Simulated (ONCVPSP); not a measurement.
Transferability test, ONCV potential for technetium (Tc)

* Element: technetium (Tc)
* Generator: ONCVPSP 4.0.1
* Type: optimised norm-conserving Vanderbilt (ONCV)
* Functional: PBEsol
* Relativity: scalar-relativistic
* Frozen core: [Kr]
* Valence charge: 7
* Reference configuration: 4d5 5s2
* Partial waves: 5s: rc 2.85 bohr, ncon 3, nbas 6, qcut 2.1 1/bohr, 2 projectors, debl 0.5 Ha; p scattering state at 0.08 Ha: rc 2.75 bohr, ncon 3, nbas 7, qcut 2.5 1/bohr, 3 projectors, debl 3.6 Ha; 4d: rc 2.40 bohr, ncon 4, nbas 8, qcut 7.9 1/bohr, 1 projector
* Local potential: polynomial inside 1.95 bohr (lpopt 5, dvloc0 6 Ha)
* Core correction: polynomial model core, fcfact 0.7

In the p channel the program set the typed energies aside and used 0.050, 3.650, 7.250 Ha.

Energies are relative to the spin-unpolarised reference configuration 4d5 5s2; without spin polarisation the order of configurations can differ from experiment.

```csv
valence configuration,charge,ΔE all-electron (eV),error AE − PS (meV)
4d5 5s1,+1,8.196,-7.6
4d5 5s0,+2,23.037,-49
4d4 5s0,+3,51.728,-256
```

Q: What are ΔE and the potential's error for 4d5 5s1 5p1?

A: ΔE = 3.802 eV all-electron; the error (AE − PS) is -3.6 meV.

Levels in the configuration 4d5 5s1 5p1:

```csv
level,all-electron (eV),pseudo (eV)
4d,-8.039,-8.075
5s,-6.001,-6.009
5p,-2.103,-2.102
```
